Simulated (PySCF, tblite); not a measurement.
Isomers of C8H8FP. All values are computed: GFN2-xTB (tblite) harmonic vibrations without scaling, gas phase. Errors from tens to a few hundred cm⁻¹ against measured bands are possible. Modes of hydrogen on phosphorus can be 10 to 20 % off. One conformer each.

Electronic energies: PBE0/pcSseg-1 single points on the GFN2-xTB geometries (PySCF, gas phase).

```csv
SMILES,"electronic energy, lowest = 0 (kJ/mol)"
C=CPc1cccc(F)c1,21.1
C/C=P\c1cccc(F)c1,0.0
Fc1cccc(C2CC2)p1,36.0
C/C=P\c1ccc(F)cc1,0.3
```

Problem. How do GFN2-xTB zero-point energies change the relative energies?

Solution. 
| SMILES | ZPE (kJ/mol) | of it from modes above 1550 cm⁻¹ | electronic (kJ/mol) | with ZPE, lowest = 0 (kJ/mol) | lowest mode (cm⁻¹) | rings |
| --- | --- | --- | --- | --- | --- | --- |
| C/C=P\c1cccc(F)c1 | 349.9 | 164.8 | 0.0 | 0.0 | 27 | 1 |
| C/C=P\c1ccc(F)cc1 | 350.0 | 164.8 | 0.3 | 0.3 | 29 | 1 |
| C=CPc1cccc(F)c1 | 342.2 | 171.5 | 21.1 | 13.3 | 27 | 1 |
| Fc1cccc(C2CC2)p1 | 354.7 | 156.3 | 36.0 | 40.7 | 55 | 2 |

The zero-point energies span 12.5 kJ/mol, from `C=CPc1cccc(F)c1` to `Fc1cccc(C2CC2)p1`. The order is unchanged.

Problem. And how do the electronic energies of GFN2-xTB itself compare?

Solution. `C/C=P\c1cccc(F)c1` 5.8; `C/C=P\c1ccc(F)cc1` 5.8; `C=CPc1cccc(F)c1` 20.9; `Fc1cccc(C2CC2)p1` 0.0 kJ/mol, lowest = 0. Against the energies above, taken from the same isomer `C/C=P\c1cccc(F)c1`, the largest difference is 41.8 kJ/mol.

Problem. What do entropy and thermal enthalpy add at 298.15 K and 1 bar (rigid rotor, harmonic oscillator, one conformer each)?

Solution. 
| SMILES | point group | symmetry number | S (J/(mol K)) | H − H(0) (kJ/mol) | ZPE + H − H(0) − TS (kJ/mol) |
| --- | --- | --- | --- | --- | --- |
| C/C=P\c1cccc(F)c1 | C1 | 1 | 418.9 | 28.78 | 253.8 |
| C/C=P\c1ccc(F)cc1 | C1 | 1 | 419.2 | 28.78 | 253.8 |
| C=CPc1cccc(F)c1 | C1 | 1 | 420.7 | 28.68 | 245.4 |
| Fc1cccc(C2CC2)p1 | Cs | 1 | 393.9 | 26.26 | 263.5 |
